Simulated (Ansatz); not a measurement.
Consider the silylene formation by 1,1-elimination: `O[SiH](F)[SiH2]S` → `O[SiH2]S` + `F[SiH]`.

Isolated molecules relaxed with PBE0-D4/def2-TZVP in Ansatz; ΔE leaves out vibrations. CBS: MP2 limit from def2 TZ/QZ plus the TZ coupled-cluster correction, frozen cores. This one scheme is used for every species. DFT in def2-TZVPP. B3LYP here is the variant with VWN-RPA as its local correlation; programs differ in this. One conformer a species, not always the lowest.

| level | ΔE (kJ/mol) | difference from CCSD(T)/CBS |
| --- | --- | --- |
| PBE-D4 | 219.3 | 11.5 |
| B3LYP-D4 | 204.4 | -3.4 |
| ωB97X-V | 217.5 | 9.7 |
| ωB97M-V | 197.0 | -10.8 |
| B2PLYP | 197.3 | -10.5 |
| PBE | 208.5 | 0.7 |
| r2SCAN | 228.7 | 20.9 |
| PBE0 | 218.1 | 10.3 |
| B3LYP | 187.1 | -20.7 |
| HF/def2-TZVPP | 184.7 | -23.1 |
| MP2/def2-TZVPP | 213.0 | 5.2 |
| CCSD/def2-TZVPP | 196.9 | -10.9 |
| CCSD(T)/def2-TZVPP | 201.2 | -6.6 |
| MP2/def2-QZVPP | 216.4 | 8.6 |
| HF/CBS(def2) | 183.4 | -24.4 |
| MP2/CBS(def2) | 219.6 | 11.8 |
| CCSD(T)/CBS | 207.8 | 0 |

Largest T1 diagnostic among the species: 0.015.

In def2-TZVPP, CCSD(T) changes the Hartree–Fock value by +16.6 kJ/mol (the triples alone add +4.3 kJ/mol) and MP2 by +28.3 kJ/mol. From PBE to PBE0 (25 % exact exchange), in def2-TZVPP and without D4, ΔE moves by +9.5 kJ/mol. The D4 term adds +17.3 kJ/mol with B3LYP and +9.5 kJ/mol with PBE0; it sums over pairs of atoms, weighted by their polarisabilities, and B3LYP, whose exchange is more repulsive, gets the larger term.
